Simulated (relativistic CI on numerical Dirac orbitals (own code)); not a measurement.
# Pd37+: what numerical and physical settings do to a radial Dirac CI calculation

Reference input:

```
atom Pd  Z=46  charge=37  electrons=9
nucleus A=106  rms_radius_fm=4.5318
hamiltonian dirac-coulomb  breit=on  qed=on  c_scale=1
orbitals kli  potential=per-configuration
slater_scale 1
correlation none
mixing on
grid step=0.0125 r_max=3.3
scf mixing=0.4 start=green max_iterations=150 tolerance=2e-08 node_fill=0.05
configurations
  [He] 2s2 2p5
  [He] 2s 2p6
  [He] 2p6 3s
end
```

Computed lowest total energy -3742.69658 Ha, first excitation 1326632.9 cm⁻¹, 25 SCF steps. Runs with settings changed; * marks those that are bad on purpose:

| Changed | Outcome | Lowest level | ΔE (Ha) | First excitation (cm⁻¹) | SCF steps | Message |
| --- | --- | --- | --- | --- | --- | --- |
| node fill of the KLI weights 0.2 | converged | 2s2 2p5 2P°_3/2 | -0.00259 | 1326862.2 | 24 |  |
| node fill of the KLI weights 0, end of the grid at 1.65 bohr | not converged |  |  |  | 25 | orbital 3s not found |
| iteration limit 20 | converged | 2s2 2p5 2P°_3/2 | 0 | 1326632.9 | 25 |  |
| SCF tolerance 0.0001, node fill of the KLI weights 0 | converged | 2s2 2p5 2P°_3/2 | 0.00118 | 1326545.6 | 17 |  |
| nuclear radius 4531.8 fm * | converged | 2s 2p6 2S_1/2 | 1810 | 11373677.3 | 26 |  |
| node fill of the KLI weights 50 * | converged | 2s2 2p5 2P°_3/2 | 0.0363 | 1329428.5 | 26 |  |
